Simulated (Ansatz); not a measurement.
Compare A (`[BH2][GeH2][O]C`) with its isomer B (`B[CH](O)[GeH3]`).

Computed with Ansatz on PBE0-D4/def2-TZVP structures; ΔE is electronic, products minus reactants. CCSD(T)/CBS is the MP2 limit (def2-TZVPP, def2-QZVPP) plus CCSD(T) − MP2 in def2-TZVPP, frozen cores. DFT in def2-TZVPP. B3LYP here is the variant with VWN-RPA as its local correlation; programs differ in this. For Ge outer-core shells are correlated without core-valence functions, which leaves a few kJ/mol of doubt a bond. Scalar relativity is left out up to krypton. Each species was taken in one conformer, which may not be the lowest.

Task: Which isomer does CCSD(T)/CBS put lower? Give the gap. (Estimate.)

Result: Ansatz gave: A, by 14.5 kJ/mol.

Task: Give E(B) − E(A) in kJ/mol with MP2/def2-TZVPP, CCSD/def2-TZVPP, r2SCAN-D4, PBE0-D4, HF/def2-TZVPP, B3LYP-D4, ωB97M-V. (Best estimate.)

Result: The calculation gave: MP2/def2-TZVPP 11.3, CCSD/def2-TZVPP 22.8, r2SCAN-D4 1.2, PBE0-D4 -0.5, HF/def2-TZVPP 58.5, B3LYP-D4 12.8, ωB97M-V 6.7. None reverses the order clearly.

Largest T1 diagnostic: 0.013.

The D4 term adds −3.6 kJ/mol with B3LYP and −1.8 kJ/mol with PBE0; it sums over pairs of atoms, weighted by their polarisabilities, and B3LYP, whose exchange is more repulsive, gets the larger term. In def2-TZVPP, CCSD(T) changes the Hartree–Fock value by −43.2 kJ/mol (the triples alone add −7.5 kJ/mol) and MP2 by −47.2 kJ/mol.
